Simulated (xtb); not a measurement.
H₆O₂W, SMILES [WH4]([OH])[OH], multiplicity 1. All values are semi-empirical tight-binding results from xtb (GFN2-xTB unless named), good for trends rather than for accurate numbers. Geometry: GFN2-xTB. The multiplicity is an assumed one; no other spin state was optimised. The structure was generated by enumeration; whether it is a known compound was not checked. Other conformers were not sampled.

For metal compounds this method's bond lengths and energies can be far off.

| Item | Value |
|---|---|
| point group as xtb finds it | C2v |
| orbital gap | 5.21 eV |
| zero-point energy | 29.4 kcal/mol |
| G − E(el) at 298.15 K (modified RRHO) | 10.8 kcal/mol |
